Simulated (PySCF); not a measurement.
These are ωB97X-D3(BJ)/def2-TZVP // PBE0-D3(BJ)/def2-TZVP in PySCF values and carry that method's errors. All species are isolated molecules in the gas phase. One relaxed conformer stands for a flexible species; it need not be the lowest. Delta-SCF ions had no search for a lower state. Excitations are Tamm–Dancoff values on a coarser integration grid. The basis has no diffuse functions, so Rydberg states are missing or too high.

Reference species (SMILES): `[C-]#[N+][SiH]=C` (neutral, multiplicity 1).

```yaml
S1–T1 gap (TDA): 2.55 eV
S1 oscillator strength: 0.407
vertical ionisation energy (Delta-SCF): 9.09 eV
```

Changed species: `C=[SiH]C(C)C` (C–Si–C–C torsion 125°) (X = isopropyl; the reference has X = isocyano).

Task: Give the shifts of the S1–T1 gap (TDA), S1 oscillator strength and vertical ionisation energy (Delta-SCF).

Result: the S1–T1 gap (TDA) rises by 0.06 eV, to 2.61 eV; the S1 oscillator strength falls by 0.046, to 0.361; the vertical ionisation energy (Delta-SCF) decreases by 0.90 eV, to 8.19 eV.
